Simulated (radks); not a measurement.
All-electron atom: neutral europium in [Xe] 4f7 6s1 7f1 (not the ground configuration). Calculated with a radial shooting solver on a logarithmic mesh with Libxc functionals: scalar-relativistic Kohn-Sham, PBE, spin-polarised, spherical densities, point nucleus; open shells are filled with parallel spins first (spin-orbit coupling, left out, can overturn this in heavy ions).

Normalised radial functions P(r) = r R(r), r in bohr:

| r | 4f up | 6s up |
|---|---|---|
| 0.0007958 | 0.0000 | 0.0113 |
| 0.001404 | 0.0000 | 0.0180 |
| 0.002478 | 0.0000 | 0.0275 |
| 0.004373 | 0.0000 | 0.0397 |
| 0.007718 | 0.0000 | 0.0504 |
| 0.01362 | 0.0001 | 0.0481 |
| 0.02404 | 0.0007 | 0.0131 |
| 0.04242 | 0.0048 | -0.0556 |
| 0.07485 | 0.0293 | -0.0739 |
| 0.1321 | 0.1394 | 0.0614 |
| 0.2331 | 0.4573 | 0.0814 |
| 0.4114 | 0.9108 | -0.1683 |
| 0.726 | 0.9976 | 0.0864 |
| 1.281 | 0.6246 | 0.2315 |
| 2.261 | 0.2421 | -0.3718 |
| 3.99 | 0.0567 | -0.5501 |
| 7.041 | 0.0053 | -0.1512 |
| 12.43 | 0.0001 | -0.0052 |
| 21.93 | 0.0000 | 0.0000 |
| 38.7 | 0.0000 | 0.0000 |
| 68.29 | 0.0000 | 0.0000 |
| 120.5 | 0.0000 | 0.0000 |

4f up: eigenvalue -9.372 eV, 0 radial nodes, <r> = 0.948 bohr, 90 % of the charge inside 1.66 bohr. 6s up: eigenvalue -8.003 eV, 5 radial nodes at r = 0.0272, 0.108, 0.281, 0.654, 1.65 bohr, <r> = 3.82 bohr, 90 % of the charge inside 5.55 bohr.

Empty levels of this run are not shown, since the potential may be unsettled where no density lies.
